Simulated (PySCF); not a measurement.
Isomers of [C8H5O2]- (charge -1), one GFN2-xTB conformer each. Single-point energies are computed at PBE0/pcSseg-1 (PySCF, gas phase, no added dispersion term), electronic only.

Question: Rank them by PBE0/pcSseg-1 energy, lowest first (kJ/mol).
A. `O=C([O-])c1cccc2c1C2`
B. `[CH:1]#[C:2][c:3]1[cH:4][cH:5][cH:6][c:7]([OH:8])[c:9]1[O-:10]` (charge -1) with C6–C7–O8–H 180°
C. `[CH:1]#[C:2][c:3]1[cH:4][c:5]([OH:6])[cH:7][cH:8][c:9]1[O-:10]` (charge -1) with C4–C5–O6–H 0°
D. `[CH:1]#[C:2][c:3]1[cH:4][cH:5][c:6]([OH:7])[cH:8][c:9]1[O-:10]` (charge -1) with C5–C6–O7–H 180°

Answer: B (0.0), D (34.9), A (44.4), C (62.4).

Neighbours under 21 kJ/mol apart (C#Cc1ccc(O)cc1[O-] and O=C([O-])c1cccc2c1C2; O=C([O-])c1cccc2c1C2 and C#Cc1cc(O)ccc1[O-]) can change places with a better method, another conformer or zero-point energy. GFN2-xTB itself gives, in the same order: 0.0, 18.7, 34.1, 32.3. Both levels put the same isomer lowest; measured from each level's own lowest isomer, the values differ by up to 30.1 kJ/mol (C#Cc1cc(O)ccc1[O-]: 32.3 against 62.4).
